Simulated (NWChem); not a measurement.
GeCl2, singlet; SMILES [Cl][Ge][Cl]

Computed with NWChem. Pople sets run with spherical d functions. Low-valent species are run as closed-shell singlets; no triplet was tried in these runs. The level has its own optimisation; frequencies are unscaled.

**Question.** Estimate the computed values for PBE/6-311G**. Quantities: r Cl–Ge (Å); highest harmonic frequency (cm⁻¹); lowest (cm⁻¹); zero-point energy (kcal/mol); dipole (D).

**Answer.** 
```json
{
  "r Cl–Ge (Å)": "2.221",
  "highest harmonic frequency (cm⁻¹)": "379",
  "lowest (cm⁻¹)": "148",
  "zero-point energy (kcal/mol)": "1.3",
  "dipole (D)": "2.39"
}
```
